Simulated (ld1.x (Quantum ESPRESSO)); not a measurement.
# Which change was made? (Br, TM)

bromine (Br), norm-conserving Troullier–Martins (Kleinman–Bylander form), made with ld1.x (Quantum ESPRESSO) 7.5 (revPBE, fully relativistic). Core [Ar] 3d10, reference 4s2 4p4 (charge +1). Waves: 4p (bound): rc 1.70 bohr; 4s (bound): rc 1.35 bohr. Local part: the s channel. Core correction: Bessel-smoothed model core, default radius (core density twice the valence density).

Open shells are filled in proportion to 2j + 1 (rel_dist='average').

Cutoffs, loose and tight: the cutoffs (Ry, on a coarse ladder) from which the occupation-weighted sum of valence levels, in a spherical-Bessel basis at the reference potential, stays within 10 and 1 mRy of its value at 400 Ry. They do not see the model core or the augmentation charge, which bear on the density cutoff. Test errors are all-electron minus pseudo excitation energies from the reference, over the configurations 4s2 4p5; 4s2 4p3; 4s2 4p2; 4s1 4p6; 4s2 4p4.5; 4s2 4p1; 4s2 4p5.3; variants that change the core or the reference have their own tests.

The base gives: outcome: generated; cutoff, loose: 45 Ry; cutoff, tight: 80 Ry; bound ghosts: none; largest test error (meV): +9.2.

Question: After one change the result is: outcome: generated; cutoff, loose: 45 Ry; cutoff, tight: 80 Ry; bound ghosts: none; largest test error (meV): -9.8. Which change was it?
A. core correction none
B. all radii but the core radius scaled by about 0.90 (s 1.22, p 1.52 bohr)
C. wave 4s (bound): rc 1.35 bohr becomes 4s (bound): rc 1.78 bohr
D. functional PW91
E. local potential all-electron potential smoothed inside 1.20 bohr (lloc = -1)

Answer: D. The others give: wave 4s (bound): rc 1.35 bohr becomes 4s (bound): rc 1.78 bohr → outcome: generated; cutoff, loose: 40 Ry; cutoff, tight: 60 Ry; bound ghosts: none; largest test error (meV): -16 | local potential all-electron potential smoothed inside 1.20 bohr (lloc = -1) → outcome: generated; cutoff, loose: 30 Ry; cutoff, tight: 70 Ry; bound ghosts: s, d; largest test error (meV): +261 | core correction none → outcome: generated; cutoff, loose: 45 Ry; cutoff, tight: 80 Ry; bound ghosts: none; largest test error (meV): -71 | all radii but the core radius scaled by about 0.90 (s 1.22, p 1.52 bohr) → outcome: generated; cutoff, loose: 55 Ry; cutoff, tight: 110 Ry; bound ghosts: none; largest test error (meV): -21.
